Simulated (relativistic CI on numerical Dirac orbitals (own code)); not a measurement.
Cd XXXVII: sensitivity of the levels to the model

Base calculation: Dirac-Coulomb-Breit CI, orbitals from a KLI potential per configuration, model QED (radiative potential, 1s self-energy scaled to tabulated hydrogen-like ionisation energies), unscaled Slater integrals.

Configuration list (outside the closed core [Ne]): 3s², 3s3p, 3p², 3s3d, 3d², 3p3d, 3p4s, 3d4s, 3s4s, 3s4p, 3s4d, 3s4f, 3s5s, 3s5p, 3s5d, 3s5f. Levels of other configurations are missing.

The lowest level and the first level of each name with at least 55 % of one term (blank where a level has no safe partner in the second run):

```csv
Level,Base (cm⁻¹),Shift (cm⁻¹)
3s² ¹S0,0,0
3s3p ³P°0,588664,+2109
3s3p ³P°1,643554,+5510
3s3p ³P°2,982138,+2643
3s3p ¹P°1,1175212,+24711
3p² ³P0,1420444,+8358
3p² ¹D2,1747970,+58123
3p² ³P1,1755236,+3333
3s3d ³D1,1991143,
3s3d ³D2,2012318,
3s3d ³D3,2075381,
3p² ¹S0,2288067,+24968
3p3d ³F°2,2627078,
3p3d ³D°1,2781829,
```

At this charge energies of transitions that change n are usually good to better than 1 %, and those within a shell (Δn = 0) to a few per cent.

**Question.** One thing was changed in a second run, which moved the levels as shown. Which?
A. QED terms removed
B. Breit term removed
C. only the first 3 configurations

**Answer.** C. Only the first 3 configurations. With fewer configurations the levels that remain lose their mixing partners.

LS names give the leading component of a level, which can be under half, so a name can repeat, a term be missing and a line seem to break the LS rules.
